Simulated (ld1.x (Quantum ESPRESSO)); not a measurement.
**iron: variants of one ultrasoft potential**

Base potential:

* Element: Fe
* Generator: ld1.x (Quantum ESPRESSO) 7.5
* Type: ultrasoft
* Functional: PBE
* Relativity: scalar-relativistic
* Frozen core: [Ar]
* Valence charge: 8
* Reference configuration: 3d6 4s1.5 4p0 (charge +0.5)
* Partial waves: 4s (bound): rcut 1.55, rcutus 2.10 bohr; 4s channel at 0.7 Ry: rcut 1.55, rcutus 2.10 bohr; 4p (bound, empty): rcut 2.05, rcutus 2.45 bohr; 4p channel at 0.2 Ry: rcut 2.05, rcutus 2.45 bohr; 3d (bound): rcut 1.45, rcutus 1.70 bohr; 3d channel at 0.9 Ry: rcut 1.45, rcutus 1.70 bohr
* Local potential: all-electron potential smoothed inside 2.35 bohr (lloc = -2)
* Core correction: Bessel-smoothed model core inside 1.30 bohr
* Augmentation charge: PSQ, radius 1.10 bohr

Cutoffs, loose and tight: the cutoffs (Ry, on a coarse ladder) from which the occupation-weighted sum of valence levels, in a spherical-Bessel basis at the reference potential, stays within 10 and 1 mRy of its value at 400 Ry. They do not see the model core or the augmentation charge, which bear on the density cutoff. Test errors are all-electron minus pseudo excitation energies from the reference, over the configurations 3d6 4s2 4p0; 3d6 4s1 4p0; 3d6 4s0 4p0; 3d6 4s0 4p2; 3d4 4s0 4p0; 3d6.5 4s1.5 4p0; 3d5 4s2 4p1. A dash means not determined; rows that change the core or the reference have their own tests. The largest error is taken over the tests solved by every variant that gives reliable tests at all: 3d6 4s0 4p0; 3d6 4s1 4p0; 3d6 4s2 4p0.

A true bound ghost makes a file unfit for plane-wave use even where its test errors are small: the radial tests pick states by their node count and pass the ghost by. Where a test does run into it, the solver fails or the error is huge.

| change | outcome | cutoff, loose | cutoff, tight | bound ghosts | largest test error (meV) |
| --- | --- | --- | --- | --- | --- |
| base | generated | 35 Ry | 55 Ry | none | -5.9 |
| waves 4p (bound): rcut 1.56, rcutus 1.66 bohr; 4p channel at 0.2 Ry: rcut 1.56, rcutus 1.66 bohr | generated | 35 Ry | 55 Ry | p | -5.9 |
| waves 4p (bound): rcut 1.88, rcutus 2.00 bohr; 4p channel at 0.2 Ry: rcut 1.88, rcutus 2.00 bohr | generated | 35 Ry | 55 Ry | p | -5.9 |
| waves 4p (bound): rcut 2.05, rcutus 2.34 bohr; 4p channel at 0.2 Ry: rcut 2.05, rcutus 2.34 bohr | generated | 35 Ry | 55 Ry | none | -5.9 |
| waves 4p (bound): rcut 2.05, rcutus 2.80 bohr; 4p channel at 0.2 Ry: rcut 2.05, rcutus 2.80 bohr | generated | 35 Ry | 55 Ry | none | -5.9 |
| waves 4p (bound): rcut 2.05, rcutus 3.18 bohr; 4p channel at 0.2 Ry: rcut 2.05, rcutus 3.18 bohr | generated | 35 Ry | 55 Ry | none | -5.9 |
| waves 4p (bound): rcut 2.05, rcutus 3.72 bohr; 4p channel at 0.2 Ry: rcut 2.05, rcutus 3.72 bohr | generated | 35 Ry | 55 Ry | none | -5.9 |

Reading the sweep of the p radius (base included, trends over the rows without a ghost): The loose cutoff stays near 35 Ry. Bound ghosts are found at 1.66, 2 bohr.
